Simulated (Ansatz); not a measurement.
Ideal-gas functions of F$_{2}$H$_{2}$Sn (`[F][SnH2][F]`) at 800 K and 1 bar, from an Ansatz frequency run at PBE0-D4/def2-TZVP.

Molar mass 158.72 g/mol, point group C2v (symmetry number 2), electronic degeneracy 1, moments of inertia 47.226, 89.604, 127.866 u Å². Harmonic wavenumbers (cm⁻¹, unscaled): 178, 459, 488, 623, 626, 658, 666, 1998, 2018.

Use S(trans) = R[1.5 ln M + 2.5 ln T − 1.1517]; rotational temperatures θ = 24.2544 K / I; S(rot) = R[ln(√π/σ · √(T³/θAθBθC)) + 1.5]; for each mode x = 1.438777 ν̃/T, S = R[x/(eˣ − 1) − ln(1 − e⁻ˣ)] and H = RT x/(eˣ − 1); 1 cm⁻¹ = 0.0119627 kJ/mol; R = 8.31446 J/(mol·K).

Question: By hand: the entropy, in J/(mol·K).

Answer: Translation 192.6. Rotation: θ = 0.5136, 0.2707, 0.1897 K, giving 109.9. Vibration, mode by mode: 17.82, 10.14, 9.66, 7.79, 7.75, 7.38, 7.29, 1.08, 1.05, in all 70.0. Electronic 0.0. Sum 372.5 J/(mol·K).

Question: By hand: H − E and G − E in kJ/mol, counted from the electronic energy.

Answer: Zero-point energy ½ × 7714 × 0.0119627 = 46.1; thermal vibration 29.5; translation, rotation and pV give 4 RT = 26.6. H − E = 102.2 kJ/mol, and G − E = 102.2 − 800 × 372.5/1000 = -195.8 kJ/mol.

Vibration gives 19 % of the entropy.
